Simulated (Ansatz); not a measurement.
Geometry optimisation, RKS PBE/def2-SVP (Ansatz).

input.yaml

```yaml
crystal:
  periodic: [false, false, false]
  atoms:
    - { symbol: Ti, position_ang: [0.0, 0.0, 0.0] }
    - { symbol: Cl, position_ang: [0.0, 0.0, 2.72] }
    - { symbol: F, position_ang: [1.7257, 0.0, -0.6094] }
    - { symbol: Cl, position_ang: [-1.1163, 1.9339, -0.7892] }
    - { symbol: O, position_ang: [-0.9043, -1.5667, -0.6394] }
    - { symbol: H, position_ang: [-1.359, -2.0324, 0.133] }
    - { symbol: Br, position_ang: [1.0684, 2.4846, 0.8987] }
    - { symbol: H, position_ang: [0.6013, 1.3982, 2.2375] }
basis:
  gaussian: { orbitals: def2-SVP }
hamiltonian:
  xc: pbe
relax:
  f_tol: 0.15
  max_steps: 25
  restrain:
    - { distance: [0, 6], at: 3.75, k: 30.0 }
    - { distance: [7, 1], at: 2.57, k: 30.0 }
    - { distance: [0, 1], at: 2.37, k: 30.0 }
    - { distance: [7, 6], at: 1.55, k: 30.0 }
output:
  orbitals: {}
```

Launched with:

```bash
$ ansatz run input.yaml --threads 4 --pin off --max-ram 5120MiB --backend cpu --events-out ev --progress --plain --runs-dir out
```

Where does it end, and by what steps?

The run converged. The restraints hold the end off the free minimum; the threshold counts their pulls, which the force column leaves out. Restrained pairs: Ti1–Br7 (2.85 → 3.75 Å), Cl2–H8 (1.60 → 2.57 Å), Ti1–Cl2 (2.72 → 2.33 Å), Br7–H8 (1.79 → 1.51 Å). After 11 steps the energy has fallen by 2.283 eV (the restraints' own energy left out); H8 moved furthest, 0.79 Å.

| step | energy less start (eV) | largest force component (eV/Å) | accepted |
| --- | --- | --- | --- |
| 0 | 0.0000 | 2.483 | yes |
| 1 | -0.3635 | 2.675 | yes |
| 2 | -0.7293 | 4.204 | yes |
| 3 | -1.4252 | 3.986 | yes |
| 4 | -2.1175 | 1.281 | yes |
| 5 | -2.1944 | 1.092 | yes |
| 6 | -2.2416 | 1.148 | yes |
| 7 | -2.2681 | 1.061 | yes |
| 8 | -2.1582 | 2.520 | no |
| 9 | -2.2768 | 1.081 | yes |
| 10 | -2.2761 | 1.098 | yes |
| 11 | -2.2826 | 1.079 | yes |

```xyz
8
Properties=species:S:1:pos:R:3
Ti -0.088 -0.163 0.097
Cl -0.195 -0.183 2.428
F 1.531 -0.083 -0.528
Cl -1.415 1.366 -0.741
O -0.731 -1.715 -0.415
H -1.624 -2.109 -0.421
Br 1.540 3.018 1.240
H 0.997 2.086 2.291
```

Run time: 34 s on 4 threads of Arm Neoverse V1, with other jobs on the host, peak memory 0.24 GiB.
